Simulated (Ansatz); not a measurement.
Frontier orbitals of CH6AlGaO (`[CH3][AlH][O][GaH2]`).

Charge 0, multiplicity 1. Correlated methods include outer-core shells of Ga, which these sets cover unevenly. Scalar relativity is left out up to krypton. The structure was optimised at the PBE0-D4/def2-TZVP level. It is one conformer, not always the lowest. Basis def2-TZVPP, Ansatz 0.2.0.

```json
{"functional": "r2SCAN0", "HOMO (eV)": "-7.84", "LUMO (eV)": "-0.97"}
```

Problem. Give HOMO and LUMO (eV) with LDA (SPW92), PBE, revPBE, BLYP, r2SCAN, B97M-V, PBE0, B3LYP, r2SCANh, HSE06 (plane-wave form), BHLYP, CAM-B3LYP, LC-ωPBE, ωB97X-V, ωB97M-V, HF. (Estimate.)

Solution. Computed: 
```csv
functional,HOMO,LUMO
LDA (SPW92),-6.51,-2.23
PBE,-6.40,-1.96
revPBE,-6.35,-1.85
BLYP,-6.30,-1.93
r2SCAN,-6.67,-1.66
B97M-V,-6.78,-1.93
PBE0,-7.65,-1.15
B3LYP,-7.46,-1.45
r2SCANh,-7.14,-1.37
HSE06 (plane-wave form),-7.25,-1.52
BHLYP,-8.85,-0.44
CAM-B3LYP,-9.04,-0.29
LC-ωPBE,-10.40,0.92
ωB97X-V,-10.04,0.77
ωB97M-V,-9.87,0.52
HF,-10.74,1.57
```

B3LYP here is the variant with VWN-RPA as its local correlation; programs differ in this. LC-ωPBE has ω = 0.4 bohr⁻¹. Positive LUMOs are unbound and depend on the basis.
